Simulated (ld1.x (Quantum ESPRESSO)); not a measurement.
# indium: variants of one TM potential

Base potential:

ld1.x (Quantum ESPRESSO) 7.5 input, shortened:

```
&input
   title='In', zed=49., rel=1, dft='PBESOL', iswitch=3,
   config='[Kr] 4d10 5s2 5p0 5d-2'
 /
 &inputp
   pseudotype=2, tm=.true., lloc=2,
   nlcc=.true.
 /
3
5S  1  0   2.00   0.00  1.90  1.90  0.0
5P  2  1   0.00   0.00  2.45  2.45  0.0
5D  3  2  -2.00   0.25  2.60  2.60  0.0
 &test
   configts(1)='5s2 5p0'
 /
```

All-electron outer shells of the reference configuration (PBEsol, scalar-relativistic, ld1.x):

```csv
shell,level (eV),outermost node (bohr),outermost maximum (bohr)
4d,-26.07,0.40,0.94
5s,-14.98,1.02,2.11
5p,-8.42,1.14,2.61
```

Cutoffs, loose and tight: the cutoffs (Ry, on a coarse ladder) from which the occupation-weighted sum of valence levels, in a spherical-Bessel basis at the reference potential, stays within 10 and 1 mRy of its value at 400 Ry. They do not see the model core or the augmentation charge, which bear on the density cutoff. Test errors are all-electron minus pseudo excitation energies from the reference, over the configurations 5s2 5p1; 5s1 5p0; 5s2 5p0.5; 5s2 5p1.3; 5s1 5p2; 5s0 5p3; 5s1 5p1. A dash means not determined; rows that change the core or the reference have their own tests. The largest error is taken over the tests solved by every variant that gives reliable tests at all: 5s1 5p0; 5s1 5p2; 5s2 5p0.5; 5s2 5p1; 5s2 5p1.3.

A true bound ghost makes a file unfit for plane-wave use even where its test errors are small: the radial tests pick states by their node count and pass the ghost by. Where a test does run into it, the solver fails or the error is huge.

The default core radius of the base comes out at 1.98 bohr.

```csv
change,outcome,"cutoff, loose","cutoff, tight",bound ghosts,largest test error (meV)
base,generated,12 Ry,40 Ry,"s, p",-145
wave 5p (bound): rc 2.45 bohr becomes 5p (bound): rc 1.90 bohr,generated,12 Ry,40 Ry,"s, p",-145
wave 5d channel at 0.25 Ry: rc 2.60 bohr becomes 5d channel at 0.25 Ry: rc 2.14 bohr,generated,18 Ry,30 Ry,"s, p",-128
"core [Ar] 3d10 4s2, valence charge 19; reference 4p6 4d10 5s2 5p1; waves now 5s (bound): rc 2.30 bohr; 4p (bound): rc 0.85 bohr; 4d (bound): rc 1.70 bohr; 4f channel at 0.3 Ry: rc 1.80 bohr; local potential all-electron potential smoothed inside 0.65 bohr (lloc = -2); core correction none",generated,180 Ry,300 Ry,s,-296 over the solved tests; 5 of 7 tests not solved or not reliable
local potential all-electron potential smoothed inside 1.60 bohr (lloc = -1),generated,18 Ry,40 Ry,s,-134
"type ultrasoft; waves now 5s (bound): rcut 1.65, rcutus 1.90 bohr; 5s channel at 0.1 Ry: rcut 1.65, rcutus 1.90 bohr; 5p (bound): rcut 2.15, rcutus 2.45 bohr; 5p channel at 3.65 Ry: rcut 2.15, rcutus 2.45 bohr; 5d channel at 0.25 Ry: rcut 2.25, rcutus 2.60 bohr; local potential all-electron potential smoothed inside 1.45 bohr (lloc = -2); augmentation built from norm-conserving waves at rcut, not smoothed further",generated,10 Ry,18 Ry,"s, p",-139
core correction none,generated,12 Ry,40 Ry,"s, p",+59
```

(1) What comes out with this change to the base: all radii but the core radius scaled by about 0.73 (s 1.38, p 1.78, d 1.90 bohr)?

## Answers

(1) outcome: generated; cutoff, loose: 110 Ry; cutoff, tight: 180 Ry; bound ghosts: s, p; largest test error (meV): -142.
